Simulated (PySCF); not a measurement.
# methylphenyl(o-tolyl)phosphine borane (C14H18BP): Computed beside measured shifts

System: methylphenyl(o-tolyl)phosphine borane (C14H18BP), SMILES [BH3-][P@@+](C)(c1ccccc1)c1ccccc1C.

Atom-mapped SMILES (hydrogens are numbered by the atom that bears them): [BH3-:1][P@@+:2]([CH3:3])([c:4]1[cH:5][cH:6][cH:7][cH:8][cH:9]1)[c:10]1[cH:11][cH:12][cH:13][cH:14][c:15]1[CH3:16]

Computed with GIAO PBE0/pcSseg-2, gas phase, PySCF SCF with an in-house response code, fitting set def2-universal-JFIT up to Ne and JKFIT beyond, grid level 2, non-relativistic, geometry: PBE0-D3(BJ)/def2-SVP.

One optimised conformer. Values are averaged over the atoms that symmetry or fast rotation interchanges, on this one geometry and without vibrational averaging. Shifts are the reference shielding less the shielding here, at the same level (11B against isolated BF3·OEt2; 13C, 1H against isolated TMS; 31P against isolated H3PO4); nuclei without a reference have shieldings only.

(1) What shifts does this level give for P2, and how do they compare with measurement?

## Answers

(1) 
```csv
atom,nucleus,computed / ppm,measured / ppm,computed less measured,measured against,medium of the measurement
P2,31P,-2.5,10.2,-12.7,85 % H3PO4,CDCl3
```

Computed 19F and 31P shifts carry an offset from the reference molecule (CFCl3 is hard for DFT, lone H3PO4 or PH3 isn't the 85 % acid), so differences between compounds are more accurate than the values.

Measured values: supporting information or article, doi 10.1039/c1cc14856g.
